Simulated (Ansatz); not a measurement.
Basis sets compared for the cluster Li₅Al₂. The state is a doublet with charge 0. Geometry r2SCAN-D4/def2-TZVP. Ansatz on 4 threads of Intel Xeon Platinum 8488C on a shared host; times are rough, and most runs start from earlier orbitals.

```xyz
7

Al    0.183   -0.252    0.702
Al   -1.701    1.540    0.615
Li   -2.318   -1.030    0.271
Li    0.555   -2.659   -0.360
Li    2.713   -0.378   -0.105
Li   -0.281    0.462   -1.770
Li    0.848    2.317    0.647
```

At r2SCAN-D4/def2-TZVP, r2SCAN-D4/def2-TZVPD the charge 0 doublet is spin-contaminated (final ⟨S²⟩ up to 0.85, 0.75 for a pure state). The structure comes from a short search, and lower isomers may exist.

Binding counts from free atoms (Al doublet, Li doublet) in the same basis, without a counterpoise term.

```tsv
level	functions	energy (Eh)	HOMO (eV)	LUMO (eV)	binding per atom (eV)	wall time
PBE-D4/def2-SVP	81	-521.9061	-2.72	-2.19	1.37	1.9 s
PBE-D4/def2-TZVP (with forces)	144	-522.1075	-2.76	-2.24	1.33	4.1 s
r2SCAN-D4/def2-TZVP	144	-522.3993	-2.87	-2.14	1.32	10 s
PBE0-D4/def2-SVP	81	-521.9645	-3.24	-1.66	1.32	4.4 s
PBE0-D4/def2-TZVP	144	-522.1627	-3.28	-1.72	1.28	7 s
```

Question: Estimate the rows for PBE-D4/def2-TZVPD, r2SCAN-D4/def2-TZVPD, PBE0-D4/def2-TZVPD.

Answer: 
```tsv
level	functions	energy (Eh)	HOMO (eV)	LUMO (eV)	binding per atom (eV)	wall time
PBE-D4/def2-TZVPD	171	-522.1092	-2.76	-2.26	1.34	3.3 s
r2SCAN-D4/def2-TZVPD	171	-522.4012	-2.86	-2.15	1.33	15 s
PBE0-D4/def2-TZVPD	171	-522.1644	-3.28	-1.75	1.29	8.5 s
```
